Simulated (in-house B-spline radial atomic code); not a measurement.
Ionisation energies with and without relativity, with size and susceptibility from the Dirac run. Dirac energy differences include first-order Breit, QED and recoil terms. NIST's values go from ground level to ground level; the uncertainty of those that are theory runs from under 0.1 % in few-electron ions to several per cent in heavy many-electron ones. Computed with an all-electron radial atomic-structure program (B-spline basis): non-relativistic Hartree-Fock and Dirac-Hartree-Fock, averages of the configuration (point nuclei without relativity, finite nuclei with it).

Some pairs differ by more than the removed electron.

```csv
ion,configuration,configuration after,ionisation non-relativistic (eV),ionisation Dirac Breit and QED (eV),tabulated value (eV),tabulated kind,radius at density 0.001 (bohr),diamagnetic susceptibility (10⁻⁶ cm³/mol)
Mn,[Ar] 3d5 4s2,[Ar] 3d5 4s1,6.562,6.636,7.434038,measured,4.65,-33.709
Fe,[Ar] 3d6 4s2,[Ar] 3d6 4s1,6.791,6.878,7.902468,measured,4.573,-32.173
Co,[Ar] 3d7 4s2,[Ar] 3d8,?,?,?,measured,?,?
Ni,[Ar] 3d8 4s2,[Ar] 3d9,?,?,?,measured,?,?
Cu,[Ar] 3d10 4s1,[Ar] 3d10,6.408,6.560,7.72638,measured,4.113,-25.148
Zn,[Ar] 3d10 4s2,[Ar] 3d10 4s1,7.635,7.786,9.394197,measured,4.313,-27.234
Ga,[Ar] 3d10 4s2 4p1,[Ar] 3d10 4s2,5.477,5.444,5.999302,measured,4.502,-32.111
```

(1) Fill in the row of Co.

(2) Fill in the row of Ni.

Answers

(1) ionisation non-relativistic (eV): 6.198; ionisation Dirac Breit and QED (eV): 6.640; tabulated value (eV): 7.88101; radius at density 0.001 (bohr): 4.502; diamagnetic susceptibility (10⁻⁶ cm³/mol): -30.775.

(2) ionisation non-relativistic (eV): 6.115; ionisation Dirac Breit and QED (eV): 6.618; tabulated value (eV): 7.639878; radius at density 0.001 (bohr): 4.435; diamagnetic susceptibility (10⁻⁶ cm³/mol): -29.496.
